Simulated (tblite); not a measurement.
A tight-binding relaxation on `[GeH3][O]B1CCCCC1`.

Computed with GFN2-xTB geometry optimisation, gas phase (tblite 0.8.0). Start geometry: from a force field or distance geometry. The command runs a driver script over a list of jobs; the input below is this job's line of settings and its coordinates in Å.

Command:
```bash
OMP_NUM_THREADS=1 python probes_run.py task.json out
```

Input:
```
{"job": {"kind": "relax", "xc": "GFN2-xTB", "basis": "xTB"}, "charge": 0, "multiplicity": 1}
Ge     2.738300    -0.641400     0.336000
O      2.129700     1.044000     0.548100
B      0.690400     0.972000     0.390200
C      0.000800     1.090200    -1.060700
C     -0.928500    -0.121700    -1.270800
C     -1.932600    -0.308200    -0.122400
C     -1.202000    -0.543500     1.216200
C     -0.284800     0.633900     1.607200
H      2.374800    -1.149300    -1.082500
H      2.091700    -1.571700     1.406400
H      4.267400    -0.661000     0.501500
H     -0.593900     2.018500    -1.095500
H      0.778300     1.116800    -1.830000
H     -1.487600     0.033500    -2.225600
H     -0.323900    -1.036300    -1.395700
H     -2.578900    -1.181200    -0.328400
H     -2.579000     0.592600    -0.035300
H     -1.960700    -0.696100     2.020700
H     -0.602500    -1.477800     1.160800
H      0.309700     0.375100     2.510700
H     -0.915700     1.528600     1.831500
```

Output:
```
step      E/eV     max force
  0    -669.54949    2.385
  1    -669.69951    1.583
  2    -669.80315    1.172
  3    -669.84580    0.720
  4    -669.87938    0.321
  5    -669.88937    0.306
  6    -669.91959    0.359
  7    -669.92959    0.351
  8    -669.94459    0.287
  9    -669.95639    0.299
... (83 lines left out)
 93    -670.22221    0.057
 94    -670.22262    0.044
 95    -670.22284    0.041
 96    -670.22309    0.032
 97    -670.22329    0.032
 98    -670.22348    0.022
 99    -670.22357    0.022
100    -670.22363    0.021
101    -670.22368    0.016
102    -670.22372    0.009
```

«max force» is the largest atomic force in eV/Å.

Q: From which step on does the largest force stay under 0.1 eV/Å, and how much energy is left to gain from there?

A: From step 90 (0.073 eV/Å), 4.5 meV above the end.

In short: energy lowered by 15.5 kcal/mol over 102 steps; largest atomic force 0.009 eV/Å at the end.

Q: Give the final coordinates.

A: 0.968 Å rms from the input after alignment:
```
atom  x, y, z in Å
Ge1    3.6177   -0.3945    0.4830
O2     1.9646   -0.0087    0.3495
B3     0.6545    0.1890    0.2453
C4    -0.0182    0.5730   -1.1489
C5    -1.4229   -0.0218   -1.3000
C6    -2.2749    0.2388   -0.0609
C7    -1.6895   -0.4481    1.1700
C8    -0.3050    0.1114    1.5172
H9     4.0481   -0.9916   -0.8295
H10    3.7692   -1.3816    1.6084
H11    4.2978    0.9102    0.7680
H12   -0.1013    1.6633   -1.1922
H13    0.6016    0.2797   -1.9997
H14   -1.9162    0.3995   -2.1800
H15   -1.3416   -1.1008   -1.4522
H16   -3.2894   -0.1289   -0.2347
H17   -2.3336    1.3147    0.1182
H18   -2.3686   -0.3244    2.0179
H19   -1.6042   -1.5188    0.9699
H20    0.1367   -0.4707    2.3297
H21   -0.4336    1.1272    1.9035
```

Hardware: Intel Xeon Platinum 8488C, one thread, shared host with 96 logical CPUs at a one-minute load of 26. Cost: 0.82 s.
Labels such as C1 count atoms from 1, the log's own numbers from 0.
